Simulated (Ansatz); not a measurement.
Cost and result up the ladder for Al₂S₃ (5 atoms). Total charge 0; singlet. Geometry: PBE-D4/def2-SVP.

Cartesian coordinates in Å:
```
Al -1.2718 -0.4969 -1.5624
Al 0.8027 1.3888 1.3167
S 1.1045 0.4399 -1.0829
S 0.5911 -1.1247 0.3093
S -1.2264 -0.2070 1.0193
```

Ansatz on 4 threads of Arm Neoverse V1 on a shared host. Times are rough, and most runs start from the orbitals of an earlier one. PBE0-D4/def2-TZVP serves as the yardstick here, not as an exact answer. Binding counts from free atoms at the same level (Al doublet, S triplet; other spins of the atoms weren't run), without zero-point energy or a counterpoise term.

LC-ωPBE has ω = 0.4 bohr⁻¹. Correlated methods freeze 25 core orbitals. Another isomer (singlet) lies 1.67 eV lower at PBE0-D4/def2-TZVP; other spin states weren't run for this one.

Correlated methods converge slowly with the basis.

| level | functions | wall time |
| --- | --- | --- |
| HF/def2-TZVP | 185 | 1.8 s |
| PBE-D4/def2-TZVP (with forces) | 185 | 2 s |
| LC-ωPBE/def2-TZVP | 185 | 2.3 s |
| PBE0-D4/def2-TZVP | 185 | 2.8 s |
| r2SCAN-D4/def2-TZVP | 185 | 4 s |
| CCSD(T)/def2-TZVPP | 210 | 34 s |

Q: Estimate what each level gives for the binding energy per atom (eV).

A: 
| level | binding energy per atom (eV) | difference from PBE0-D4/def2-TZVP (eV) |
| --- | --- | --- |
| HF/def2-TZVP | 1.45 | -1.31 |
| PBE-D4/def2-TZVP (with forces) | 2.91 | 0.15 |
| LC-ωPBE/def2-TZVP | 2.55 | -0.21 |
| PBE0-D4/def2-TZVP | 2.76 | 0.00 |
| r2SCAN-D4/def2-TZVP | 2.75 | -0.01 |
| CCSD(T)/def2-TZVPP | 2.55 | -0.21 |
